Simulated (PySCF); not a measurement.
Sn(vinyl)4 (C₈H₁₂Sn), SMILES C=[CH][Sn]([CH]=C)([CH]=C)[CH]=C.

Coordinates come from a B3LYP-D3(BJ)/def2-SVP optimisation. The isomer is the one that the SMILES or the coordinates give; other isomers of the formula were not compared. The def2 effective core potentials stand for the cores of Sn; spin–orbit coupling is left out. Other conformers were not sampled.

Two levels are set side by side: PBE/def2-SVP (PySCF) and HF/def2-SVP (PySCF). Same geometry, gas phase. Differences are taken from unrounded values.

```tsv
quantity	HF
orbital gap (eV)	13.29
highest occupied level (eV)	-9.93
lowest empty level (eV)	3.36
dipole moment (D)	0.09
mean polarisability (bohr³)	117.7
```

What does PBE give, and how far is it from HF? (The exact figures need the calculation; the answer reports its results.)


```
quantity                       PBE  PBE minus HF
---------------------------  -----  ------------
orbital gap (eV)              4.95         -8.34
highest occupied level (eV)  -6.24          3.69
lowest empty level (eV)      -1.28         -4.64
dipole moment (D)             0.03         -0.06
mean polarisability (bohr³)  124.6           6.9
```

PBE's occupied levels lie high since its potential decays too fast outside the molecule; exact exchange lowers them and widens the gap. PBE's more diffuse valence density responds more strongly to a field. Differences between two approximate levels are no errors against the true value.

Rough cost on one machine, each run with all the roots and properties that it gave: HF against PBE about 1/5.
